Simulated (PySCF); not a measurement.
In(F)2(Et) (C2H5F2In), SMILES C[CH2][In]([F])[F].

Geometry optimised at PBE0-D3(BJ)/def2-SVP. The structure was generated by enumeration; whether it is a known compound was not checked. The def2 effective core potentials stand for the cores of In; spin–orbit coupling is left out. The values are those of a single conformer.

Calculation: TDA-B3LYP/def2-SVPD (PySCF).

Vertical excitations. 

```csv
state,energy (eV),λ (nm),f,main pairs
S1,6.04,205,0.051,HOMO→LUMO+1 88 %
S2,6.07,204,0.308,HOMO→LUMO 77 %
S3,6.43,193,0.020,HOMO−1→LUMO 91 %
S4,6.46,192,0.000,HOMO−2→LUMO 98 %
S5,6.80,182,0.034,HOMO−3→LUMO 89 %
S6,6.82,182,0.038,HOMO−4→LUMO 96 %
S7,6.99,177,0.000,HOMO−1→LUMO+1 100 %
S8,7.13,174,0.008,"HOMO−2→LUMO+1 57 %, HOMO−5→LUMO 29 %, HOMO−6→LUMO 12 %"
S9,7.30,170,0.005,"HOMO−6→LUMO 64 %, HOMO−5→LUMO 35 %"
S10,7.40,168,0.006,HOMO−3→LUMO+1 98 %
T1,4.60,270,0,HOMO→LUMO 97 %
T2,5.58,222,0,HOMO→LUMO+1 99 %
T3,6.01,206,0,HOMO−1→LUMO 96 %
T4,6.17,201,0,HOMO−2→LUMO 96 %
```
Triplets are in the Tamm–Dancoff approximation.
